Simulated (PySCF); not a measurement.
# Working out the excitation energy of C⁺

C⁺ [He] 2s2 2p1 (2P) → C⁺ [He] 2s2 3s1 (2S). Calculation: PySCF 2.14, in aug-cc-pVDZ-DK; scalar relativity by spin-free X2C-1e. Frozen: 1s2. Energies in hartree (1 hartree = 27.21139 eV):

```json
{"part": "UHF", "C⁺ (lower)": "-37.305352", "C⁺ (upper)": "-36.774910"}
{"part": "MP2 opposite-spin", "C⁺ (lower)": "-0.039231", "C⁺ (upper)": "-0.044882"}
{"part": "MP2 same-spin", "C⁺ (lower)": "-0.002422", "C⁺ (upper)": "-0.002765"}
```

Q: What does Hartree-Fock give?

A: (-36.774910) − (-37.305352) = 0.530442 hartree = 14.434 eV.

Q: What do MP2 and SCS-MP2 (6/5 opposite-spin, 1/3 same-spin) give?

A: The opposite-spin parts differ by -0.154 eV and the same-spin parts by -0.009 eV. MP2: 14.434 + (-0.154) + (-0.009) = 14.271 eV. SCS-MP2: 14.434 + 1.2 × (-0.154) + (-0.009)/3 = 14.246 eV.

Measured between the centres of the two terms (NIST): 14.444 eV, so MP2 (valence) is off by -0.173 eV.

A double-zeta basis recovers only part of the correlation energy.

What remains against the reference includes basis incompleteness, the frozen core and correlation beyond second order.
